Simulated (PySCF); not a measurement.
1-bromo-1-fluoropropa-1,2-diene (C3H2BrF), SMILES C(F)(=C=C)Br.

Coordinates come from a PBE0-D3(BJ)/def2-SVP optimisation.

Calculation: CAM-B3LYP/def2-TZVP in PySCF.

Symmetry labels are those of the subgroup Cs that the program uses (full group Cs).

Problem. List the valence orbital energies around the gap with their symmetry. (Estimate from the structure and the level; the computed values follow.)

Solution. 
| orbital | symmetry | energy (eV) |
|---|---|---|
| HOMO−7 | A' | -15.74 |
| HOMO−6 | A" | -15.68 |
| HOMO−5 | A" | -14.49 |
| HOMO−4 | A' | -12.74 |
| HOMO−3 | A" | -10.98 |
| HOMO−2 | A' | -10.61 |
| HOMO−1 | A' | -9.71 |
| HOMO | A" | -8.62 |
| LUMO | A' | -0.20 |
| LUMO+1 | A" | 1.18 |
| LUMO+2 | A' | 1.67 |
| LUMO+3 | A' | 2.50 |
